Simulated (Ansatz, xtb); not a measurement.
# Relative energy of two structures of F2GaH2NP

Structure a is a doublet given by its coordinates and structure b is `N[P][Ga]([F])[F]`, a doublet. Both are isolated molecules in the gas phase, relaxed with B3LYP-D3(BJ)/def2-SVP; the shapes shown needn't be the lowest conformers.

a (Å):

```xyz
7

F    -0.5678   -0.1906    2.7046
F    -0.3437    1.7741    4.9270
Ga    0.4782    0.8152    3.7009
N     1.6060    2.0955    2.4576
P     2.7606    0.9146    3.3829
H     1.7697    3.0797    2.6847
H     1.6474    1.9864    1.4411
```

Close contacts (Å): F1–Ga3 1.76, F2–Ga3 1.76, Ga3–N4 2.11, Ga3–P5 2.31, N4–P5 1.89, N4–H6 1.02, N4–H7 1.02.

b (Å):

```xyz
7

F     0.5540    3.0952    3.9014
F     3.3151    3.7411    3.0895
Ga    2.0362    2.5445    3.0936
N     0.2494    0.2665    2.8478
P     1.8519    0.4082    2.2800
H    -0.2686   -0.5930    2.6942
H    -0.2526    0.9985    3.3474
```

Energies in hartree; the thermal terms are from B3LYP-D3(BJ)/def2-SVP harmonic frequencies (ideal gas, rigid rotor, one conformer each, 298.15 K, 1 atm) and include the zero-point energy:

|  | a | b |
| --- | --- | --- |
| E, CCSD(T)/def2-SVP | −2518.883061 | −2518.892985 |
| E, MP2/def2-SVP | −2518.845357 | −2518.855682 |
| E, MP2/def2-TZVPP | −2519.747136 | −2519.763424 |
| zero-point energy | 0.031271 | 0.031330 |
| H(298 K) − E | 0.039471 | 0.039722 |
| G(298 K) − E | −0.002156 | −0.002280 |

Question: Correct the CCSD(T) difference for the basis set by the MP2 change, then work out ΔE, ΔE₀, ΔH and ΔG for a → b in kJ/mol (1 Eh = 2625.50 kJ/mol) and the equilibrium ratio [b]/[a].

Answer: 1. Differences b − a: CCSD(T) −0.009924, MP2 in the small set −0.010325, MP2 in the large set −0.016288 Eh.
2. ΔE = −0.009924 + (−0.016288 − (−0.010325)) = −0.015887 Eh = −41.71 kJ/mol.
3. ΔE₀ = ΔE + ΔZPE = −0.015887 + (+0.000059) Eh = −41.56 kJ/mol.
4. ΔH = ΔE + (+0.000251) Eh = −41.05 kJ/mol.
5. ΔG = ΔE + (−0.000124) Eh = −42.04 kJ/mol, so ΔS = (ΔH − ΔG)/T = +3.3 J/(mol K).
6. kT = 0.9442 mEh, so K = [b]/[a] = exp(−ΔG/kT) = exp(+16.96) ≈ 2.3 × 10^7.

Structure b is favoured at this temperature. An error of 4 kJ/mol in ΔG would change K by a factor of 5. The basis-set step is large, which makes the value less sure. Mirror images and further conformers aren't counted.

Other levels gave ΔE = −49.3 (B3LYP-D3(BJ)/def2-SVP); −23.6 (HF/def2-SVP); −27.1 (MP2/def2-SVP); −26.1 (CCSD(T)/def2-SVP) kJ/mol. Open shells are spin-unrestricted. The correlated steps freeze 17 core orbitals; the filled d shell of Ga is correlated, in a basis made for valence electrons. Programs: Ansatz 0.2.0.
